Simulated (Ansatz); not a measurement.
`F[Si](F)(F)[AlH2]` + `O[SiH](O)[SiH3]` → `O[SiH]([SiH3])[O][AlH2]` + `F[SiH](F)F`  (cleavage of the Al–Si bond)

Isolated molecules relaxed with PBE0-D4/def2-TZVP in Ansatz; ΔE leaves out vibrations. CBS: MP2 limit from def2 TZ/QZ plus the TZ coupled-cluster correction, frozen cores. This one scheme is used for every species. Functionals use def2-TZVPP. Each species was taken in one conformer, which may not be the lowest.

`F[Si](F)(F)[AlH2]`:

```xyz
7

F    -0.099   -2.029    0.866
Si   -0.602   -0.546    0.604
F    -0.760    0.121    2.038
F    -2.070   -0.682    0.010
Al    0.876    0.768   -0.869
H     2.194    0.112   -1.446
H     0.460    2.257   -1.203
```

`O[SiH](O)[SiH3]`:

Z-matrix (Å, degrees):
```
Si
O 1 1.647
Si 1 2.344 2 104.5
O 1 1.648 2 112.8 3 -122.1
H 1 1.486 2 110.8 3 123.0
H 2 0.959 1 117.7 3 -172.2
H 3 1.487 1 111.3 2 55.4
H 3 1.490 1 109.9 2 -65.1
H 3 1.489 1 110.0 2 175.9
H 4 0.959 1 117.5 2 65.5
```

`O[SiH]([SiH3])[O][AlH2]`:

```xyz
12

O     0.793    0.044   -2.069
Si    0.010    0.601   -0.732
Si   -1.884   -0.758   -0.511
O     0.943    0.502    0.594
Al    1.728    0.154    2.044
H     1.507    0.578   -2.423
H    -0.329    2.041   -0.917
H    -1.482   -2.178   -0.313
H    -2.760   -0.671   -1.711
H    -2.674   -0.330    0.678
H     0.865   -0.397    3.245
H     3.284    0.415    2.114
```

`F[SiH](F)F`:

Z-matrix (Å, degrees):
```
Si
F 1 1.573
F 1 1.573 2 108.3
F 1 1.573 2 108.3 3 117.1
H 1 1.461 2 110.7 3 -121.4
```

```tsv
species	LC-ωPBE energy (Eh)
`F[Si](F)(F)[AlH2]`	-832.65753
`O[SiH](O)[SiH3]`	-732.95616
`O[SiH]([SiH3])[O][AlH2]`	-975.95077
`F[SiH](F)F`	-589.72460
```

Task: Work out ΔE.

Result: ΔE = (-975.95077) + (-589.72460) − (-832.65753) − (-732.95616) = -0.06168 Eh = -38.7 kcal/mol. CCSD(T)/CBS gives -41.8 kcal/mol.

Largest T1 diagnostic among the species: 0.013.

Leaving LDA and LC-ωPBE aside and taking each functional with its dispersion term where it has one, the values, not all of them listed here, spread over 8.9 kcal/mol, from BHLYP-D4 to PBE-D4. LDA lies −1.2 kcal/mol from PBE without D4. From r2SCAN to r2SCAN0 (25 % exact exchange), in def2-TZVPP and without D4, ΔE moves by −0.8 kcal/mol. In def2-TZVPP, CCSD(T) changes the Hartree–Fock value by +3.8 kcal/mol (the triples alone add +0.5 kcal/mol) and MP2 by +1.4 kcal/mol.
